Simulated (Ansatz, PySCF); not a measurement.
Noncovalent pair: HCl (SMILES Cl) (first 2 atoms) with Cl2 (SMILES ClCl); geometry from B3LYP-D3(BJ)/def2-TZVP.
(charge 0, multiplicity 1):
```xyz
4

Cl     0.424    -0.567    -0.332
H      0.011     0.630    -0.541
Cl    -0.181     0.562     4.727
Cl     0.085     0.032     2.794
```

Interaction energies are E(AB) − E(A) − E(B) at the monomers' geometry in the complex; basis-set methods are counterpoise corrected. Rows marked so take none.

Rows in 6-311+G** carry no dispersion term and start afresh at each structure.

Codes used: Ansatz (Gaussian basis) for Hartree–Fock, density functionals and correlated methods; PySCF for 6-311+G** rows, the dispersion terms. Each number belongs to the level named beside it.

Q: One of these levels gives -6.4 kJ/mol for the interaction energy. Which?
A. BHLYP-D3(BJ)/def2-TZVPPD
B. B3LYP/6-311+G** (no counterpoise)
C. PBE-D3(BJ)/def2-TZVPPD

A: A, BHLYP-D3(BJ)/def2-TZVPPD. The others give -9.4 (PBE-D3(BJ)/def2-TZVPPD), -3.0 (B3LYP/6-311+G** (no counterpoise))

Ansatz is a first-principles code.
